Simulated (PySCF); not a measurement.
Identify the compound

The spectra below were simulated for a compound C5H12O4Si.

1H NMR (500 MHz, computed): δ 3.97 (s, 6H), 3.86 (s, 3H), 0.05 (s, 3H).

13C{1H} NMR (computed): δ 189.3 (C), 53.2 (CH3, 2C), 51.1 (CH3), -3.3 (CH3).

[PySCF 2.14: σ from GIAO-PBE0/pcSseg-1; geometry from GFN2-xTB; relativity neglected; one averaged value for each set of equivalent atoms; gas phase; a single conformation]

δ = σ(ref) − σ, references computed at the same level: 1H and 13C vs TMS.

**Question.** What is the structure?

**Answer.** 
- Rings plus π bonds: 1 (no ring in the answer).
- 4 carbon signals for 5 carbons: some carbons are equivalent by symmetry or fast rotation.
- Carbon types of the structure: 1 × C, 4 × CH3, which accounts for all hydrogens.
- δC 189.3: carbonyl carbon.
- δC 53.2, 51.1: methyl carbon bonded to O; deshielded by the electronegative neighbour.
- δC -3.3: methyl carbon bonded to Si; an electropositive neighbour leaves it electron-rich and shielded.
- δH 3.97, 3.86: hydrogen on a methyl carbon bonded to O; its carbon carries O, which withdraws density.
- δH 0.05: hydrogen on a methyl carbon bonded to Si; an electropositive neighbour shields it, as in TMS itself.

The compound is `COC(=O)[Si](C)(OC)OC`.

The shifts were computed for this structure.

Shifts are as computed. Against solution values, carbons near 30 ppm lie about +3 ppm off and those near 130 ppm about +5 ppm. Of 1211 compounds with measured shifts, 218 miss one by over three times the rms of a fit or turn the order of signals round; such compounds aren't used in these exercises. Multiplicities follow the n + 1 count of equivalent neighbours, as no J values were calculated; m marks all less simple cases, F and P coupling included.
